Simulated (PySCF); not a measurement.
# Chromium: a sound run and one with changed settings

Sound run: Cr+ [Ar] 3d5, Cr(2+) [Ar] 3d4. Computed with PySCF 2.14 in cc-pVDZ-DK, with scalar relativity by spin-free X2C-1e. In the sound run the correlated levels freeze [Ar]. The sound run starts from symmetry-adapted Hartree-Fock orbitals and uses a fine grid where one is needed.

Changed run: basis STO-3G, all-electron and non-relativistic. This setting is unsound on purpose.

```tsv
species	method	sound run (hartree)	changed run (hartree)	converged
Cr+	UHF	-1049.43261	-1032.00295	yes
Cr+	PBE	-1050.28420	-1032.55889	yes
Cr+	TPSS	-1050.54318	-1032.86121	yes
Cr+	MP2	-1049.49807	-1032.00330	yes
Cr(2+)	UHF	-1048.87898	-1031.74017	yes
Cr(2+)	PBE	-1049.65548	-1032.27102	yes
Cr(2+)	TPSS	-1049.92593	-1032.57933	yes
Cr(2+)	MP2	-1048.91035	-1031.74029	yes
```

Ionisation energy of Cr+:

```
 method  sound run (eV)  changed run (eV)
    UHF          15.065             7.151
    PBE          17.108             7.833
   TPSS          16.796             7.671
    MP2          15.993             7.157
SCS-MP2          15.374             7.153
```

A minimal basis cannot let orbitals breathe on ionisation and holds almost no correlation. The Hamiltonian changed with the basis, so the totals do not compare.

For comparison, NIST gives 16.486 eV between the lowest levels.
